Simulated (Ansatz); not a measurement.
Program: Ansatz. Geometries: PBE0-D4/def2-TZVP. ΔE: electronic, gas phase. CBS: MP2 limit from def2 TZ/QZ plus the TZ coupled-cluster correction, frozen cores. This one scheme is used for every species. Functionals use def2-TZVPP. Elements past krypton have def2 core potentials. For In outer-core shells are correlated without core-valence functions, which leaves a few kJ/mol of doubt a bond.

`[BH2][InH][F]` + H–F → `[F][InH][F]` + BH₃  (cleavage of the In–B bond)

CCSD(T)/CBS gives -0.60 eV.

Problem. Another level gave -0.55 eV. Which?
A. BHLYP/def2-TZVPP
B. PBE-D4/def2-TZVPP
C. HF/def2-TZVPP
D. r2SCANh-D4/def2-TZVPP

Solution. B. PBE-D4 -0.55, BHLYP -0.71, r2SCANh-D4 -0.64, HF/def2-TZVPP -0.83 eV.

Largest T1 diagnostic among the species: 0.017.

In def2-TZVPP, CCSD(T) changes the Hartree–Fock value by +0.26 eV (the triples alone add −0.00 eV) and MP2 by +0.25 eV. From r2SCAN to r2SCAN0 (25 % exact exchange), in def2-TZVPP and without D4, ΔE moves by +0.06 eV. At CCSD(T), def2-SVP lies −0.15 eV from the extrapolated value and def2-TZVPP +0.03 eV.
